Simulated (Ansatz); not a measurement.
Geometry optimisation, RKS PBE-D4/def2-mTZVP (Ansatz).

Input:

```yaml
crystal:
  periodic: [false, false, false]
  atoms:
    - { symbol: Al, position_ang: [-0.7124, 1.9042, -0.116] }
    - { symbol: B, position_ang: [-0.4215, 0.1497, 0.8429] }
    - { symbol: C, position_ang: [0.5502, -0.925, 0.2315] }
    - { symbol: Se, position_ang: [-0.0963, -1.7061, -1.3687] }
    - { symbol: H, position_ang: [-0.0699, 2.223, -1.5583] }
    - { symbol: H, position_ang: [-1.7169, 3.0608, 0.5309] }
    - { symbol: H, position_ang: [-0.8687, -0.0164, 1.9145] }
    - { symbol: H, position_ang: [-1.58091, -1.38276, -1.54838] }
    - { symbol: H, position_ang: [1.5566, -0.4261, 0.0481] }
    - { symbol: H, position_ang: [1.0728, -2.6056, -1.511] }
basis:
  gaussian: { orbitals: def2-mTZVP }
hamiltonian:
  xc: pbe
  dispersion: d4
relax:
  f_tol: 0.02
  max_steps: 50
```

Launched with:

```bash
$ ansatz run input.yaml --threads 2 --pin off --max-ram 3072MiB --backend cpu --events-out ev --progress --plain --runs-dir out
```

Problem. Where does it end, and by what steps?

Solution. The run converged. The force dipped under the threshold on the way, but the program's further checks kept it going. After 40 steps the energy has fallen by 6.599 eV; H6 moved furthest, 3.33 Å. Parted: Al1–B2, Se4–H8. Joined: Al1–C3, Al1–Se4, B2–H8.

| step | energy less start (eV) | largest force component (eV/Å) | accepted |
| --- | --- | --- | --- |
| 0 | 0.0000 | 3.060 | yes |
| 2 | -2.0994 | 1.614 | yes |
| 4 | -2.8827 | 0.778 | yes |
| 6 | -3.5855 | 1.124 | yes |
| 8 | -4.4342 | 1.483 | yes |
| 10 | -5.2918 | 1.035 | yes |
| 12 | -5.6411 | 0.460 | yes |
| 14 | -5.8078 | 0.306 | yes |
| 16 | -5.8862 | 0.429 | yes |
| 18 | -5.9676 | 0.452 | yes |
| 20 | -6.0023 | 0.381 | yes |
| 22 | -6.0204 | 0.041 | yes |
| 24 | -6.0214 | 0.009 | yes |
| 26 | -6.0222 | 0.063 | yes |
| 28 | -6.0281 | 0.229 | yes |
| 30 | -6.1171 | 0.298 | yes |
| 32 | -6.2947 | 0.378 | yes |
| 34 | -6.4856 | 0.291 | yes |
| 36 | -6.5881 | 0.202 | yes |
| 38 | -6.5939 | 0.346 | yes |
| 40 | -6.5990 | 0.018 | yes |

```xyz
10
Properties=species:S:1:pos:R:3
Al -0.203 1.185 -0.906
B -1.291 -0.568 0.795
C 0.099 -0.486 0.272
Se 0.471 -1.210 -1.554
H -1.653 1.542 -1.450
H 1.089 2.116 -0.982
H -1.478 -0.234 1.937
H -2.224 -0.869 0.097
H 1.007 -0.436 0.877
H 1.896 -0.764 -1.622
```

Whether the end is a true minimum wasn't checked by a vibrational analysis.

Time of the run: 87 s on 2 threads of Intel(R) Xeon(R) 6975P-C (Granite Rapids), on a shared host, peak memory 0.23 GiB.
